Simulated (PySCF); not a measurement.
**Li (lithium, neutral) across methods**

[He] 2p1, 2P determinant (an excited configuration). Calculation: PySCF 2.14, in aug-cc-pCVQZ-DK (9s8p6d4f2g, 109 functions); the spin-free X2C one-electron Hamiltonian (Gaussian nucleus).

| method | E (hartree) | mean ε 1s α (eV) | mean ε 1s β (eV) | mean ε 2p α (eV) | Σ⟨r²⟩ (bohr²) | ⟨S²⟩ |
| --- | --- | --- | --- | --- | --- | --- |
| r2SCAN | -7.4213 | -54.541 | -54.497 | -1.930 | 26.19 | 0.750 |
| UHF | -7.36571 | -68.885 | -68.851 | -3.502 | 28.72 | 0.750 |
| LDA | -7.2859 | -52.198 | -52.118 | -1.867 | 26.67 | 0.750 |
| B97-3 | -7.4316 | -57.559 | -57.546 | -2.401 | 26.12 | 0.750 |
| PBE | -7.4056 | -52.915 | -52.820 | -1.949 | 25.83 | 0.750 |
| PBE0 | -7.4076 | -57.066 | -56.986 | -2.408 | 26.17 | 0.750 |
| wB97X-V | -7.4137 | -59.458 | -59.405 | -3.608 | 26.25 | 0.750 |

(1) Estimate the same row for PBEsol.

Results:

(1) E (hartree) = -7.3407; mean ε 1s α (eV) = -52.447; mean ε 1s β (eV) = -52.364; mean ε 2p α (eV) = -1.880; Σ⟨r²⟩ (bohr²) = 26.46; ⟨S²⟩ = 0.750.
